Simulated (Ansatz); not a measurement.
Input file for Ansatz (an electronic-structure program): R-r2SCAN/def2-TZVPP on CH7GeN (SMILES [CH3][GeH2][NH2]), a point of a torsion scan.

Ansatz 0.2 input:
```yaml
crystal:
  periodic: [false, false, false]
  atoms:
    - {symbol: C, position_ang: [1.30791183, 0.56708572, 0.00119727]}
    - {symbol: Ge, position_ang: [-0.14020377, -0.78210623, -0.09990534]}
    - {symbol: N, position_ang: [0.14501957, -2.28785110, 0.87466141]}
    - {symbol: H, position_ang: [2.28222236, 0.08382240, -0.01544098]}
    - {symbol: H, position_ang: [1.25848843, 1.26434424, -0.82824071]}
    - {symbol: H, position_ang: [1.23683686, 1.13665324, 0.92514424]}
    - {symbol: H, position_ang: [-0.31906569, -1.27855120, -1.50571543]}
    - {symbol: H, position_ang: [-1.44486388, -0.23534638, 0.40028508]}
    - {symbol: H, position_ang: [0.16237158, -2.17521842, 1.87878727]}
    - {symbol: H, position_ang: [0.95161239, -2.83703197, 0.61117223]}
basis:
  gaussian:
    orbitals: def2-TZVPP
hamiltonian:
  xc: {name: r2SCAN}
scf: {lower_state_search: off}
```

The head of its log:

```
WARN ansatz: RAYON_NUM_THREADS=1 ignored (pool sized by the plan → 1); use --threads N
Functional definition: r2SCAN
these checks for a lower state are left out or cut short: stability, starts, cluster_reference, orbital_swaps, neighbouring_geometries, increment
integrals: 0.12 GiB planned
1106 factors; their error is unknown
mean field: 0.87 GiB planned
mean field evaluation 1: about -59145.4705 eV, gradient 8.4e1 eV
mean field evaluation 2: about -59121.7581 eV, gradient 1.2e2 eV
```

Predict the final total energy.

-2174.0552 hartree.
